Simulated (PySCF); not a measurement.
tellurium atom (Te), triplet (core potentials on Te); SVWN5/def2-SVP (PySCF).

Here is a job for PySCF.
```python
from pyscf import gto, scf, dft

mol = gto.M(
    atom='''
Te    0.00000000    0.00000000    0.00000000
''',
    basis='def2-svp',
    ecp={'Te': 'def2-svp'},
    spin=2,
    verbose=4,
)

mf = dft.UKS(mol)
mf.xc = 'lda,vwn'
mf.init_guess = '1e'
mf = mf.newton()
mf.kernel()
mf.analyze()
```

Question: What does PySCF print? Leave out banner, timings and long lists.

Answer: 
```
PySCF version 2.14.0

[INPUT] verbose = 4
[INPUT] num. atoms = 1
[INPUT] num. electrons = 24
[INPUT] charge = 0
[INPUT] spin (= nelec alpha-beta = 2S) = 2
[INPUT] symmetry False subgroup None
[INPUT] Mole.unit = angstrom
[INPUT] Symbol           X                Y                Z      unit          X                Y                Z       unit  Magmom
[...]
nuclear repulsion = 0
number of shells = 10
number of NR pGTOs = 61
number of NR cGTOs = 26
basis = def2-svp
ecp = {'Te': 'def2-svp'}

******** <class 'pyscf.soscf.newton_ah.SecondOrderUKS'> ********
method = SecondOrderUKS
initial guess = 1e
damping factor = 0
level_shift factor = 0
DIIS = <class 'pyscf.scf.diis.CDIIS'>
diis_start_cycle = 1
diis_space = 8
diis_damp = 0
SCF conv_tol = 1e-09
SCF conv_tol_grad = None
SCF max_cycles = 50
direct_scf = True
direct_scf_tol = 1e-13
number electrons alpha = 13  beta = 11
XC library pyscf.dft.libxc version 7.1.2
    S. Lehtola, C. Steigemann, M. J. T. Oliveira, and M. A. L. Marques,  SoftwareX 7, 1–5 (2018)
XC functionals = lda,vwn
    P. A. M. Dirac,  Math. Proc. Cambridge Philos. Soc. 26, 376 (1930)
    F. Bloch,  Z. Phys. 57, 545 (1929)
    S. H. Vosko, L. Wilk, and M. Nusair,  Can. J. Phys. 58, 1200 (1980)
radial grids:
    Treutler-Ahlrichs [JCP 102, 346 (1995); DOI:10.1063/1.469408] (M4) radial grids

becke partition: Becke, JCP 88, 2547 (1988); DOI:10.1063/1.454033
pruning grids: <function nwchem_prune>
grids dens level: 3
symmetrized grids: False
atomic radii adjust function: <function treutler_atomic_radii_adjust>
small_rho_cutoff = 0
******** <class 'pyscf.dft.uks.UKS'> Newton solver flags ********
SCF tol = 1e-09
conv_tol_grad = None
max. SCF cycles = 50
direct_scf = True
direct_scf_tol = 1e-13
max_cycle_inner = 12
max_stepsize = 0.05
ah_start_tol = 1e+09
ah_level_shift = 0
ah_conv_tol = 1e-12
ah_lindep = 1e-14
ah_start_cycle = 1
ah_max_cycle = 40
ah_grad_trust_region = 2.5
kf_interval = 4
kf_trust_region = 5
canonicalization = True
Set conv_tol_grad to 3.16228e-05
Initial guess from hcore.

tot grids = 21960

Initial guess E= -264.150352291278  |g|= 3.7964
macro= 0  E= -267.491228344079  delta_E= -3.34088  |g|= 0.635533  3 KF 15 JK
macro= 1  E= -267.573899394353  delta_E= -0.0826711  |g|= 0.0361383  3 KF 9 JK
macro= 2  E= -267.573903732394  delta_E= -4.33804e-06  |g|= 0.000177586  2 KF 6 JK
macro= 3  E= -267.573903732394  delta_E= 5.68434e-14  |g|= 8.70719e-06  1 KF 2 JK
Canonicalize SCF orbitals
macro X = 4  E=-267.573903732394  |g|= 8.70719e-06  total 10 KF 37 JK

converged SCF energy = -267.573903732394  <S^2> = 2.0007107  2S+1 = 3.0004738
**** SCF Summaries ****
Total Energy =                        -267.573903732394285
Nuclear Repulsion Energy =               0.000000000000000
One-electron Energy =                 -466.828141622357748
Two-electron Energy =                  199.254237889963463
Two-electron Coulomb Energy =          219.586946570574412
DFT Exchange-Correlation Energy =      -20.332708680610960
**** MO energy ****
                             alpha | beta                alpha | beta
[...]
spin_pop of  0 Te 4s       -0.00001
spin_pop of  0 Te 5s       -0.00047
spin_pop of  0 Te 6s       -0.00045
spin_pop of  0 Te 7s        0.00017
spin_pop of  0 Te 4px       0.00010
spin_pop of  0 Te 4py       0.01412
spin_pop of  0 Te 4pz       0.01326
spin_pop of  0 Te 5px       0.00429
spin_pop of  0 Te 5py       0.00214
spin_pop of  0 Te 5pz       0.00201
spin_pop of  0 Te 6px       0.00558
spin_pop of  0 Te 6py       0.98337
spin_pop of  0 Te 6pz       0.92213
spin_pop of  0 Te 7px       0.05229
spin_pop of  0 Te 7py       0.00037
spin_pop of  0 Te 7pz       0.00034
spin_pop of  0 Te 4dxy     -0.00244
spin_pop of  0 Te 4dyz     -0.00202
spin_pop of  0 Te 4dz^2    -0.00253
spin_pop of  0 Te 4dxz     -0.00385
spin_pop of  0 Te 4dx2-y2    0.00014
spin_pop of  0 Te 5dxy      0.00257
spin_pop of  0 Te 5dyz      0.00265
spin_pop of  0 Te 5dz^2     0.00253
spin_pop of  0 Te 5dxz      0.00385
spin_pop of  0 Te 5dx2-y2   -0.00014
In total            13.00000 | 11.00000
Dipole moment(X, Y, Z, Debye):  0.00000,  0.00000,  0.00000
```
